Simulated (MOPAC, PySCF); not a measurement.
H3Al, SMILES `[AlH3]`, neutral singlet in the gas phase. 

Cartesian coordinates (Å):
SMILES: [AlH3]
```xyz
4

Al     0.0000     0.0000     0.0001
H     -1.3518    -0.8249     0.0837
H     -0.0372     1.5854     0.0012
H      1.3890    -0.7605    -0.0850
```
Charge 0, multiplicity 1.

All levels are single points at this geometry (PBE0-D3(BJ)/def2-TZVP); Pople sets use spherical d functions. Orbital energies aren't observables, and empty levels follow the basis.

M06-2X/def2-TZVP in PySCF gives dipole (D) = 0.00.

Estimate the dipole (D) from each of these levels: B3LYP-D3(BJ)/def2-TZVP in PySCF; B3LYP/6-31G* in PySCF; B3LYP/LANL2DZ in PySCF; BP86/6-31G* in PySCF; PBE/6-31G* in PySCF; HF/3-21G in PySCF; HF/6-31G* in PySCF; PM3 in MOPAC.


```csv
level,dipole (D)
B3LYP-D3(BJ)/def2-TZVP in PySCF,0.00
B3LYP/6-31G* in PySCF,0.00
B3LYP/LANL2DZ in PySCF,0.00
BP86/6-31G* in PySCF,0.00
PBE/6-31G* in PySCF,0.00
HF/3-21G in PySCF,0.00
HF/6-31G* in PySCF,0.00
PM3 in MOPAC,0.00
```
